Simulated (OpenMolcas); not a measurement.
Rh4+: effect of the metal basis and ligand basis

Rh4+ with 6 ligands (fluoride) in octahedral coordination (Oh) at 1.91 Å. A charge of +0.333 e stands 2.6 Å behind each ligand.

| Property | Result |
| --- | --- |
| Program | OpenMolcas 26.06 |
| Method | CASSCF |
| Spin-orbit coupling | state interaction with AMFI integrals over the reference wave functions |

Fixed: active space 5 electrons in 5 orbitals (4d), DKH2 Hamiltonian.

States (labels of O, the rotations of Oh). Energies in cm-1 above the lowest state or level, χT in cm3 K/mol; under a threefold ground state the first gap can be a small split of the lowest multiplet, not the spin-orbit step; 10Dq and B are least-squares fits to the states below 45000 cm-1, weighted by degeneracy, with a free offset, and given where the rms deviation is under 5 % of |10Dq| (or 100 cm-1) and under 700 cm-1.

```csv
Run,Metal basis,Ligand basis,Ground state,First state of that spin,10Dq,B (rms of fit),First gap with spin-orbit (degeneracies),χT at 300 K,First state of another spin,Cost
A,ANO-RCC-VDZP,ANO-RCC-VDZP,2T2,23720,28162,758 (519),"2395 (2, 4)",0.534,2S+1 = 4: 13272,roughly 40 core-seconds
B,ANO-RCC-VTZP,ANO-RCC-VDZP,2T2,2T1 23358,27892,768 (487),"2356 (2, 4)",0.547,2S+1 = 4: 12644,roughly 60 core-seconds
C,ANO-RCC-VTZP,ANO-RCC-VTZP,2T2,2T1 23191,27793,769 (492),"2371 (2, 4)",0.549,2S+1 = 4: 12425,roughly 2.3 core-minutes
```

Against A, |10Dq| changes by -1.0 % in B, -1.3 % in C.

Costs are those of the RASSCF and RASSI steps.

An orbital triplet at a regular site is open to Jahn-Teller coupling, which can distort the site and quench the lowest spin-orbit gaps and is left out. Without dynamic correlation the repulsion within the d shell is too large (B by tens of per cent), so at a given field states of lower spin stand too high. With metal d orbitals alone the field can be off either way by tens of per cent. Ligand-to-metal charge-transfer states are missing. With no ligand orbital active B as a rule stays too high, so bands that hang on it stand too high and its fall with covalency is understated. The least metal-like active orbital is 71 % on the metal (Löwdin) and no ligand orbital is active, so the numbers are rough (holds for A). This shell can be high or low spin here, a state of another spin lies low, and with metal d orbitals alone active their balance is uncertain, so the ground spin may be wrong, although the usual error favours high spin (holds for B; C). The least metal-like active orbital is 72 % on the metal (Löwdin) and no ligand orbital is active, so the numbers are rough (holds for B). The least metal-like active orbital is 68 % on the metal (Löwdin) and no ligand orbital is active, so the numbers are rough, and ground spin, moment and any spin crossover can be artefacts of this space; highly charged d ions in such sites are as a rule low spin (holds for C). No measured value stands beside these numbers; the geometry was imposed, not optimised, and the real ion may take another.

A state without a sure symmetry label is named by its multiplicity alone.
